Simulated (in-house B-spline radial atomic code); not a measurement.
RPA and G0W0 for Xe8+, [Kr] 4d10, as one setting changes: the share of exact exchange in the PBE hybrid start. A dash marks a level of low quasi-particle weight. Computed with a B-spline radial code for spherical atoms: all electrons, scalar-relativistic (spin-free one-electron X2C), finite nucleus, each spin shell either full or empty, empty states to l = 9 with an (l + 1/2)⁻⁴ tail; G0W0 by contour deformation at full frequency.

```json
{"share of exact exchange in the PBE hybrid start": "0", "mean-field level (eV)": "-167.77", "G0W0 level (eV)": "4d -180.59", "RPA correlation (Eh)": "-3.7301"}
{"share of exact exchange in the PBE hybrid start": "0.1", "mean-field level (eV)": "-169.22", "G0W0 level (eV)": "4d -180.63", "RPA correlation (Eh)": "-3.7026"}
{"share of exact exchange in the PBE hybrid start": "0.2", "mean-field level (eV)": "-170.68", "G0W0 level (eV)": "4d -180.66", "RPA correlation (Eh)": "-3.6758"}
{"share of exact exchange in the PBE hybrid start": "0.3", "mean-field level (eV)": "-172.14", "G0W0 level (eV)": "4d -180.69", "RPA correlation (Eh)": "-3.6496"}
{"share of exact exchange in the PBE hybrid start": "0.4", "mean-field level (eV)": "-173.59", "G0W0 level (eV)": "4d -180.72", "RPA correlation (Eh)": "-3.6241"}
{"share of exact exchange in the PBE hybrid start": "0.5", "mean-field level (eV)": "?", "G0W0 level (eV)": "?", "RPA correlation (Eh)": "?"}
{"share of exact exchange in the PBE hybrid start": "0.6", "mean-field level (eV)": "-176.52", "G0W0 level (eV)": "4d -180.76", "RPA correlation (Eh)": "-3.5748"}
{"share of exact exchange in the PBE hybrid start": "0.7", "mean-field level (eV)": "-177.98", "G0W0 level (eV)": "4d -180.78", "RPA correlation (Eh)": "-3.5509"}
{"share of exact exchange in the PBE hybrid start": "0.8", "mean-field level (eV)": "-179.45", "G0W0 level (eV)": "4d -180.79", "RPA correlation (Eh)": "-3.5276"}
{"share of exact exchange in the PBE hybrid start": "0.9", "mean-field level (eV)": "?", "G0W0 level (eV)": "?", "RPA correlation (Eh)": "?"}
{"share of exact exchange in the PBE hybrid start": "1", "mean-field level (eV)": "-182.38", "G0W0 level (eV)": "4d -180.82", "RPA correlation (Eh)": "-3.4825"}
```

Question: What belongs in the row for 0.9?

Answer: mean-field level (eV): -180.91; G0W0 level (eV): 4d -180.81; RPA correlation (Eh): -3.5048.

Question: What belongs in the row for 0.5?

Answer: mean-field level (eV): -175.05; G0W0 level (eV): 4d -180.74; RPA correlation (Eh): -3.5991.

Question: At what share of exact exchange does G0W0 leave the highest level unchanged?

Answer: Near 0.89, where the shift changes sign (-1.348 eV at 0.8, +0.105 eV at 0.9).
